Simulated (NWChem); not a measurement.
System: tin monoxide (SnO, singlet); SMILES [Sn]=[O]

Here is an NWChem input.

```
start job
memory heap 200 mb stack 900 mb global 1100 mb
geometry units angstroms noautosym nocenter noautoz
  Sn     0.000000     0.000000     0.266182
  O      0.000000     0.000000    -1.572318
end
basis spherical
  * library def2-svpd
end
ecp
  Sn library def2-ecp
end
dft
  xc xpbe96 cpbe96
  iterations 150
end
tddft
  nroots 8
end
task tddft energy
```

Parts of the log:

```
             Northwest Computational Chemistry Package (NWChem) 7.3.0
             --------------------------------------------------------

                             Geometry "geometry" -> ""
                             -------------------------

 Output coordinates in angstroms (scale by  1.889725989 to convert to a.u.)

  No.       Tag          Charge          X              Y              Z
 ---- ---------------- ---------- -------------- -------------- --------------
    1 Sn                  50.0000     0.00000000     0.00000000     0.26618200
    2 O                    8.0000     0.00000000     0.00000000    -1.57231800

 Effective nuclear repulsion energy (a.u.)     115.1323903181

 Summary of "ao basis" -> "ao basis" (spherical)
 ------------------------------------------------------------------------------
       Tag                 Description            Shells   Functions and Types
 ---------------- ------------------------------  ------  ---------------------
 Sn                        def2-svpd                12       32   5s4p3d
 O                         def2-svpd                 9       23   4s3p2d

            General Information
            -------------------
          SCF calculation type: DFT
          Wavefunction type:  closed shell.
          No. of atoms     :     2
          No. of electrons :    30
           Alpha electrons :    15
            Beta electrons :    15
          Charge           :     0
          Spin multiplicity:     1
          Use of symmetry is: off; symmetry adaption is: off
          Maximum number of iterations: 150
          AO basis - number of functions:    55
                     number of shells:    21
          Convergence on energy requested:  1.00D-06
          Convergence on density requested:  1.00D-05
          Convergence on gradient requested:  5.00D-04

              XC Information
              --------------
          PerdewBurkeErnzerhof Exchange Functional  1.000
            Perdew 1991 LDA Correlation Functional  1.000 local
           PerdewBurkeErnz. Correlation Functional  1.000 non-local

             Grid Information
             ----------------
          Grid used for XC integration:  medium
          Radial quadrature: Mura-Knowles
          Angular quadrature: Lebedev.
          Tag              B.-S. Rad. Rad. Pts. Rad. Cut. Ang. Pts.
          ---              ---------- --------- --------- ---------
          Sn                  1.45      123          10.0       590
          O                   0.60       49          10.0       434
          Grid pruning is: on
          Number of quadrature shells:   172
          Spatial weights used:  Erf1

      Superposition of Atomic Density Guess
      -------------------------------------

 Sum of atomic energies:        -323.78699221

      Non-variational initial energy
      ------------------------------

 Total energy =    -287.849676
 1-e energy   =    -579.932159
 2-e energy   =     241.424231
 HOMO         =      -0.341457
 LUMO         =      -0.045209

   convergence    iter        energy       DeltaE   RMS-Dens  Diis-err
 ---------------- ----- ----------------- --------- --------- ---------
 d= 0,ls=0.0,diis     1   -289.1206603318 -3.40D+02  8.81D-02  1.60D+00
 d= 0,ls=0.0,diis     2   -282.5861185098  6.53D+00  7.96D-02  2.19D+01
 d= 0,ls=0.0,diis     3   -289.3842264614 -6.80D+00  6.56D-03  2.44D-02
 d= 0,ls=0.0,diis     4   -289.3858501464 -1.62D-03  1.78D-03  1.78D-02
 d= 0,ls=0.0,diis     5   -289.3876214004 -1.77D-03  1.21D-04  1.10D-02
  Resetting Diis
 d= 0,ls=0.0,diis     6   -289.3876614888 -4.01D-05  2.86D-05  1.07D-02
 d= 0,ls=0.0,diis     7   -289.3876430306  1.85D-05  6.44D-03  1.08D-02
 d= 0,ls=0.0,diis     8   -289.3482220309  3.94D-02  5.23D-03  3.40D-01
 d= 0,ls=0.0,diis     9   -289.3889512771 -4.07D-02  3.03D-04  2.55D-04
 d= 0,ls=0.0,diis    10   -289.3889870111 -3.57D-05  6.88D-05  5.35D-05
 d= 0,ls=0.0,diis    11   -289.3889938909 -6.88D-06  7.42D-06  7.15D-07
 d= 0,ls=0.0,diis    12   -289.3889939773 -8.64D-08  1.04D-06  1.10D-08

         Total DFT energy =     -289.388993977349
      One electron energy =     -581.023043737873
           Coulomb energy =      267.467567092152
    Exchange-Corr. energy =      -26.491769071604
 Nuclear repulsion energy =       50.658251739977

 Numeric. integr. density =       30.000008750726

                       DFT Final Molecular Orbital Analysis
                       ------------------------------------

 Vector   13  Occ=2.000000D+00  E=-2.473545D-01
              MO Center=  2.7D-08, -2.8D-08, -1.2D+00, r^2= 1.4D+00
   Bfn.  Coefficient  Atom+Function         Bfn.  Coefficient  Atom+Function
  ----- ------------  ---------------      ----- ------------  ---------------
    38     -0.402326  2 O  py                37      0.388946  2 O  px
    41     -0.271697  2 O  py                40      0.262661  2 O  px
    13     -0.187495  1 Sn py                12      0.181259  1 Sn px
    44     -0.092105  2 O  py                43      0.089041  2 O  px
    16     -0.069834  1 Sn py                15      0.067511  1 Sn px

 Vector   14  Occ=2.000000D+00  E=-2.473545D-01
              MO Center=  6.2D-08,  6.0D-08, -1.2D+00, r^2= 1.4D+00
   Bfn.  Coefficient  Atom+Function         Bfn.  Coefficient  Atom+Function
  ----- ------------  ---------------      ----- ------------  ---------------
    37      0.402326  2 O  px                38      0.388946  2 O  py
    40      0.271697  2 O  px                41      0.262661  2 O  py
    12      0.187495  1 Sn px                13      0.181259  1 Sn py
    43      0.092105  2 O  px                44      0.089041  2 O  py
    15      0.069834  1 Sn px                16      0.067511  1 Sn py

 Vector   15  Occ=2.000000D+00  E=-2.422593D-01
              MO Center= -6.7D-08, -2.4D-08, -6.4D-01, r^2= 2.9D+00
   Bfn.  Coefficient  Atom+Function         Bfn.  Coefficient  Atom+Function
  ----- ------------  ---------------      ----- ------------  ---------------
    39      0.514575  2 O  pz                14     -0.378958  1 Sn pz
    42      0.310830  2 O  pz                 3     -0.215373  1 Sn s
     4     -0.205461  1 Sn s                 17     -0.180235  1 Sn pz
    11      0.130757  1 Sn pz                 8      0.121743  1 Sn pz
    36     -0.117481  2 O  s                 20     -0.108311  1 Sn d  0

 Vector   16  Occ=0.000000D+00  E=-1.131421D-01
              MO Center=  2.1D-09, -4.8D-09,  2.0D-01, r^2= 3.5D+00
   Bfn.  Coefficient  Atom+Function         Bfn.  Coefficient  Atom+Function
  ----- ------------  ---------------      ----- ------------  ---------------
    15      0.434933  1 Sn px                16     -0.432708  1 Sn py
    12      0.374227  1 Sn px                13     -0.372313  1 Sn py
    37     -0.216749  2 O  px                38      0.215640  2 O  py
    40     -0.170530  2 O  px                41      0.169657  2 O  py
     9     -0.114311  1 Sn px                10      0.113726  1 Sn py

[...]

                                NWChem TDDFT Module
                                -------------------

            General Information
            -------------------
           No. of orbitals :     110
            Alpha orbitals :      55
             Beta orbitals :      55
        Alpha frozen cores :       0
         Beta frozen cores :       0
     Alpha frozen virtuals :       0
      Beta frozen virtuals :       0
         Spin multiplicity :       1
    Number of AO functions :      55
        Use of symmetry is : off
      Symmetry adaption is : off
         Schwarz screening :  0.10D-07

              XC Information
              --------------
   PerdewBurkeErnzerhof Exchange Functional   1.00
     Perdew 1991 LDA Correlation Functional   1.00 local
    PerdewBurkeErnz. Correlation Functional   1.00 non-local

             TDDFT Information
             -----------------
          Calculation type : TDDFT
         Wavefunction type : Restricted singlets & triplets
          No. of electrons :      30
           Alpha electrons :      15
            Beta electrons :      15
              No. of roots :       8
          Max subspacesize :    5600
            Max iterations :     100
               Target root :       1
           Target symmetry : none
      Symmetry restriction : off
                 Algorithm : Optimal
        Davidson threshold :  0.10D-03

    8 smallest eigenvalue differences (eV)
--------------------------------------------------------
  No. Spin  Occ  Vir  Irrep   E(Occ)    E(Vir)   E(Diff)
--------------------------------------------------------
    1    1   15   16 a        -0.242    -0.113     3.513
    2    1   15   17 a        -0.242    -0.113     3.513
    3    1   14   16 a        -0.247    -0.113     3.652
    4    1   14   17 a        -0.247    -0.113     3.652
    5    1   13   16 a        -0.247    -0.113     3.652
    6    1   13   17 a        -0.247    -0.113     3.652
    7    1   15   18 a        -0.242    -0.016     6.162
    8    1   14   18 a        -0.247    -0.016     6.300
--------------------------------------------------------

  Entering Davidson iterations
  Restricted singlet excited states

  Iter   NTrls   NConv    DeltaV     DeltaE      Time
  ----  ------  ------  ---------  ---------  ---------
    1      8       1     0.52E+00   0.10+100        1.1
    2     15       1     0.16E+00   0.77E-01        1.1
    3     29       1     0.48E-01   0.37E-01        1.5
    4     43       1     0.13E+00   0.49E-02        1.5
    5     57       4     0.17E-01   0.11E-01        1.5
    6     65       5     0.49E-02   0.19E-03        1.1
    7     71       6     0.18E-02   0.99E-05        1.0
    8     75       7     0.57E-03   0.13E-05        0.9
    9     77       7     0.25E-03   0.64E-07        0.7
   10     79       8     0.90E-04   0.63E-08        0.7
  ----  ------  ------  ---------  ---------  ---------
  Convergence criterion met

  Ground state a        -289.388993977349 a.u.

  ----------------------------------------------------------------------------
  Root   1 singlet a              0.134212436 a.u.                3.6521 eV
  ----------------------------------------------------------------------------
     Transition Moments    X  0.00000   Y -0.00000   Z  0.00000
     Dipole Oscillator Strength                    0.0000000000
     Electric Quadrupole                           0.0000000000
     Magnetic Dipole                               0.0000000000
     Total Oscillator Strength                     0.0000000000

     Occ.   13  a   ---  Virt.   17  a   -0.70697 X
     Occ.   14  a   ---  Virt.   16  a    0.70697 X
  ----------------------------------------------------------------------------
  Root   2 singlet a              0.142721193 a.u.                3.8836 eV
  ----------------------------------------------------------------------------
     Transition Moments    X  0.37420   Y -0.38462   Z -0.00000
     Dipole Oscillator Strength                    0.0273984226
     Electric Quadrupole                           0.0000000610
     Magnetic Dipole                               0.0000024721
     Total Oscillator Strength                     0.0274009557

     Occ.   12  a   ---  Virt.   16  a    0.09028 X
     Occ.   15  a   ---  Virt.   16  a    0.99670 X
  ----------------------------------------------------------------------------
  Root   3 singlet a              0.142721196 a.u.                3.8836 eV
  ----------------------------------------------------------------------------
     Transition Moments    X -0.38462   Y -0.37420   Z  0.00000
     Dipole Oscillator Strength                    0.0273984587
     Electric Quadrupole                           0.0000000610
     Magnetic Dipole                               0.0000024719
     Total Oscillator Strength                     0.0274009916

     Occ.   12  a   ---  Virt.   17  a   -0.09028 X
     Occ.   15  a   ---  Virt.   17  a   -0.99670 X
  ----------------------------------------------------------------------------
  Root   4 singlet a              0.143955226 a.u.                3.9172 eV
  ----------------------------------------------------------------------------
     Transition Moments    X  0.00000   Y -0.00000   Z  0.00000
     Dipole Oscillator Strength                    0.0000000000
     Electric Quadrupole                           0.0000000215
     Magnetic Dipole                               0.0000000000
     Total Oscillator Strength                     0.0000000215

     Occ.   13  a   ---  Virt.   17  a   -0.70726 X
     Occ.   14  a   ---  Virt.   16  a   -0.70726 X
  ----------------------------------------------------------------------------
  Root   5 singlet a              0.143955254 a.u.                3.9172 eV
  ----------------------------------------------------------------------------
     Transition Moments    X  0.00000   Y  0.00000   Z  0.00000
     Dipole Oscillator Strength                    0.0000000000
     Electric Quadrupole                           0.0000000215
     Magnetic Dipole                               0.0000000000
     Total Oscillator Strength                     0.0000000215

     Occ.   13  a   ---  Virt.   16  a    0.70726 X
     Occ.   14  a   ---  Virt.   17  a   -0.70726 X
  ----------------------------------------------------------------------------
  Root   6 singlet a              0.196531283 a.u.                5.3479 eV
  ----------------------------------------------------------------------------
     Transition Moments    X  0.00000   Y  0.00000   Z  0.34963
     Dipole Oscillator Strength                    0.0160165735
     Electric Quadrupole                           0.0000002587
     Magnetic Dipole                               0.0000000000
     Total Oscillator Strength                     0.0160168322

     Occ.   13  a   ---  Virt.   16  a   -0.59367 X
     Occ.   13  a   ---  Virt.   16  a    0.11186 Y
     Occ.   13  a   ---  Virt.   22  a    0.09938 X
     Occ.   14  a   ---  Virt.   17  a   -0.59367 X
     Occ.   14  a   ---  Virt.   17  a    0.11186 Y
     Occ.   14  a   ---  Virt.   23  a   -0.09938 X
     Occ.   15  a   ---  Virt.   18  a   -0.52857 X
     Occ.   15  a   ---  Virt.   19  a   -0.11010 X
     Occ.   15  a   ---  Virt.   27  a   -0.06114 X
  ----------------------------------------------------------------------------
  Root   7 singlet a              0.237464790 a.u.                6.4617 eV
  ----------------------------------------------------------------------------
     Transition Moments    X -0.33531   Y -0.32276   Z -0.00000
     Dipole Oscillator Strength                    0.0342913188
     Electric Quadrupole                           0.0000002041
     Magnetic Dipole                               0.0000000213
     Total Oscillator Strength                     0.0342915442

     Occ.   12  a   ---  Virt.   17  a   -0.09597 X
     Occ.   14  a   ---  Virt.   18  a   -0.99419 X
  ----------------------------------------------------------------------------
  Root   8 singlet a              0.237464792 a.u.                6.4617 eV
  ----------------------------------------------------------------------------
     Transition Moments    X -0.32276   Y  0.33531   Z -0.00000
     Dipole Oscillator Strength                    0.0342911871
     Electric Quadrupole                           0.0000002041
     Magnetic Dipole                               0.0000000213
     Total Oscillator Strength                     0.0342914125

     Occ.   12  a   ---  Virt.   16  a   -0.09597 X
     Occ.   13  a   ---  Virt.   18  a   -0.99419 X

              Target root =      1
          Target symmetry = none
      Ground state energy =   -289.388993977349
        Excitation energy =      0.134212435509
     Excited state energy =   -289.254781541839

  stored tddft:energy   -289.25478154183935

[...]
```

Level: PBE/def2-SVPD with def2 effective core potentials on Sn, full TDDFT. Low-valent species are run as closed-shell singlets; no triplet was tried in these runs. All runs use the structure optimised with PBE0/def2-SVP. def2 effective core potentials on Sn; no spin-orbit coupling.
